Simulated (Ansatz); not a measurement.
The cluster Si₄Ni⁺, relaxed as a doublet with UKS PBE-D4/def2-SVP in Ansatz, starting from the GFN1-xTB geometry. Force threshold 0.02 eV/Å.

Another isomer (doublet) lies 1.03 eV lower at PBE0-D4/def2-TZVP; other spin states weren't run for this one.

Start:

```xyz
5

Ni    0.455    0.406   -0.719
Si   -0.849    2.032    1.619
Si   -0.015   -2.729   -0.370
Si   -0.867   -1.023   -1.599
Si    1.275    1.314    1.070
```

Task: Estimate the energy that the relaxation releases and the steps that it takes.

Result: 73.6 kcal/mol, in 12 steps; 29 s on 4 threads of Arm Neoverse V1 on a shared host. No frequencies were taken in this run, so the end may be a saddle point.

Task: Does the start keep its bonding and symmetry?

Result: Bonds formed: Ni1–Si2, Ni1–Si3, Si3–Si5 (atoms count from 1).

Task: Predict the relaxed structure.

Result: 
```xyz
5

Ni    0.187    0.750   -0.869
Si   -0.774    1.432    0.974
Si    0.303   -1.550    0.292
Si   -1.036   -0.964   -1.451
Si    1.320    0.332    1.054
```
Bond lengths: 4 × Ni–Si 2.19 to 2.58 Å; 3 × Si–Si 2.27 to 2.37 Å.
